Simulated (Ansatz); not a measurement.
Geometry optimisation, Ansatz 0.2.0, RKS PBE-D4/def2-SVP.

Input file:

```yaml
crystal:
  periodic: [false, false, false]
  atoms:
    - { symbol: O, position_ang: [-2.2068, 1.3247, 0.6796] }
    - { symbol: C, position_ang: [-1.4676, 0.2322, 0.2877] }
    - { symbol: Si, position_ang: [0.3732, 0.4058, 0.4217] }
    - { symbol: O, position_ang: [1.0377, 1.7286, -0.4371] }
    - { symbol: Si, position_ang: [1.3282, -1.5952, -0.3554] }
    - { symbol: H, position_ang: [-1.8287, 2.1829, 0.3027] }
    - { symbol: H, position_ang: [-1.6968, 0.0066, -0.7461] }
    - { symbol: H, position_ang: [-2.84292, 0.83866, 1.26202] }
    - { symbol: H, position_ang: [0.7881, 0.6308, 1.8985] }
    - { symbol: H, position_ang: [0.9365, 1.66, -1.3794] }
    - { symbol: H, position_ang: [0.9689, -1.74, -1.7558] }
    - { symbol: H, position_ang: [0.793, -2.7378, 0.4311] }
    - { symbol: H, position_ang: [2.7592, -1.5447, -0.2278] }
basis:
  gaussian: { orbitals: def2-SVP }
hamiltonian:
  xc: pbe
  dispersion: d4
relax:
  f_tol: 0.02
  max_steps: 50
```

Command:

```bash
$ ansatz run input.yaml --threads 2 --pin off --max-ram 3072MiB --backend cpu --events-out ev --progress --plain --runs-dir out
```

Question: Where does it end, and by what steps?

Answer: The run converged. After 16 steps the energy has fallen by 1.393 eV; H11 moved furthest, 0.61 Å.

```json
{"step": "0", "energy less start (eV)": "0.0000", "largest force component (eV/Å)": "3.660", "accepted": "yes"}
{"step": "1", "energy less start (eV)": "-0.6284", "largest force component (eV/Å)": "1.994", "accepted": "yes"}
{"step": "2", "energy less start (eV)": "-0.9582", "largest force component (eV/Å)": "1.202", "accepted": "yes"}
{"step": "3", "energy less start (eV)": "-1.1594", "largest force component (eV/Å)": "1.767", "accepted": "yes"}
{"step": "4", "energy less start (eV)": "-1.3441", "largest force component (eV/Å)": "0.535", "accepted": "yes"}
{"step": "5", "energy less start (eV)": "-1.2914", "largest force component (eV/Å)": "0.639", "accepted": "no"}
{"step": "6", "energy less start (eV)": "-1.3704", "largest force component (eV/Å)": "0.250", "accepted": "yes"}
{"step": "7", "energy less start (eV)": "-1.3824", "largest force component (eV/Å)": "0.114", "accepted": "yes"}
{"step": "8", "energy less start (eV)": "-1.3849", "largest force component (eV/Å)": "0.168", "accepted": "yes"}
{"step": "9", "energy less start (eV)": "-1.3872", "largest force component (eV/Å)": "0.112", "accepted": "yes"}
{"step": "10", "energy less start (eV)": "-1.3907", "largest force component (eV/Å)": "0.087", "accepted": "yes"}
{"step": "11", "energy less start (eV)": "-1.3915", "largest force component (eV/Å)": "0.046", "accepted": "yes"}
{"step": "12", "energy less start (eV)": "-1.3920", "largest force component (eV/Å)": "0.029", "accepted": "yes"}
{"step": "13", "energy less start (eV)": "-1.3926", "largest force component (eV/Å)": "0.039", "accepted": "yes"}
{"step": "14", "energy less start (eV)": "-1.3929", "largest force component (eV/Å)": "0.030", "accepted": "yes"}
{"step": "15", "energy less start (eV)": "-1.3929", "largest force component (eV/Å)": "0.023", "accepted": "yes"}
{"step": "16", "energy less start (eV)": "-1.3930", "largest force component (eV/Å)": "0.006", "accepted": "yes"}
```

```xyz
13
Properties=species:S:1:pos:R:3
O -2.421 1.227 0.525
C -1.375 0.109 -0.069
Si 0.352 0.469 0.339
O 1.217 1.859 -0.183
Si 1.258 -1.601 -0.330
H -2.023 2.126 0.519
H -1.787 -0.057 -1.078
H -2.499 0.966 1.466
H 0.437 0.692 1.833
H 1.389 1.851 -1.142
H 0.526 -2.108 -1.548
H 1.147 -2.641 0.755
H 2.719 -1.499 -0.705
```

Whether the end is a true minimum wasn't checked by a vibrational analysis.

Run time: 33 s on 2 threads of AMD EPYC 7R43 64-Core Processor (Zen 3), with other jobs on the host, peak memory 0.17 GiB.
